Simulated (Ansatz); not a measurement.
`[F][Al]([F])[SH]` + H₂O → `[OH][Al]([F])[SH]` + H–F  (formal hydrolysis of the Al–F bond)

Program: Ansatz. Geometries: PBE0-D4/def2-TZVP. ΔE: electronic, gas phase. CCSD(T)/CBS is the MP2 limit (def2-TZVPP, def2-QZVPP) plus CCSD(T) − MP2 in def2-TZVPP, frozen cores. This one scheme is used for every species. Functionals use def2-TZVPP. Each species was taken in one conformer, which may not be the lowest.

```csv
species,BLYP-D4 energy (Eh)
`[F][Al]([F])[SH]`,-841.22389
H₂O,-76.44924
`[OH][Al]([F])[SH]`,-817.17359
H–F,-100.48156
```

Task: Work out ΔE.

Result: ΔE = (-817.17359) + (-100.48156) − (-841.22389) − (-76.44924) = 0.01798 Eh = +11.3 kcal/mol. CCSD(T)/CBS gives +11.1 kcal/mol.

Largest T1 diagnostic among the species: 0.012.

Leaving LDA and LC-ωPBE aside and taking each functional with its dispersion term where it has one, the values, not all of them listed here, spread over 1.5 kcal/mol, from HSE06-D4 to B97M-V. LDA lies −1.3 kcal/mol from PBE without D4. At CCSD(T), def2-SVP lies +1.0 kcal/mol from the extrapolated value and def2-TZVPP −0.5 kcal/mol.
